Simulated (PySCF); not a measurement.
H9NOSi3.
Atom-mapped SMILES: `[OH:1][SiH2:2][N:3]([SiH3:4])[SiH3:5]` (hydrogens: H6 on O1; H7, H8 on Si2; H9, H10, H11 on Si4; H12, H13, H14 on Si5)

Level of theory: PBE0-D3(BJ)/def2-SVP geometry optimisation, gas phase (PySCF 2.14.0).

Question: What internal coordinates does the optimisation give?

Answer: 
```
                   bond  length (Å)
                 O1–Si2       1.668
                 Si2–N3       1.738
                 N3–Si4       1.762
                 N3–Si5       1.752
                  O1–H6       0.961
         Si2–H7, Si2–H8       1.493
Si4–H9 and 5 like bonds       1.494
```

Bonds in one row agree within 0.01 Å and their mean is given. A selection of angles:
```
      angle  degrees
  Si2–O1–H6    117.1
  O1–Si2–N3    104.9
  O1–Si2–H7    108.1
  O1–Si2–H8    112.1
  N3–Si2–H7    113.2
  N3–Si2–H8    109.3
  H7–Si2–H8    109.3
 Si2–N3–Si4    117.1
 Si2–N3–Si5    123.7
 Si4–N3–Si5    119.2
  N3–Si4–H9    110.7
 N3–Si4–H10    113.1
 N3–Si4–H11    106.5
 H9–Si4–H10    109.2
H10–Si4–H11    108.4
 N3–Si5–H13    108.1
```

Dihedral angles: O1–Si2–N3–Si4 -28° (synperiplanar); H6–O1–Si2–N3 130° (anticlinal). The mirror-image conformer, all signs reversed, is as good.

The N–Si distances run from 1.738 Å (Si2–N3, drawn single) to 1.762 Å (N3–Si4, drawn single), a spread of 0.024 Å. N3 (nitrogen bridging silicon atoms) is planar (angles 123.7°, 119.2° and 117.1°, sum 360.0°, 0.02 Å off the plane of its three neighbours). Si2 (oxygen-bound silicon) is distorted tetrahedral (angles from 104.9° to 113.2°). Si4 (SiH3 silicon) is distorted tetrahedral (angles from 106.5° to 113.1°).

Point group: C1 (no symmetry element, even within 0.4 Å). Not checked by PBE0-D3(BJ)/def2-SVP frequencies. One conformer, not necessarily the lowest (H–O1–Si2–N3 130°, O1–Si2–N3–Si4 -28°).
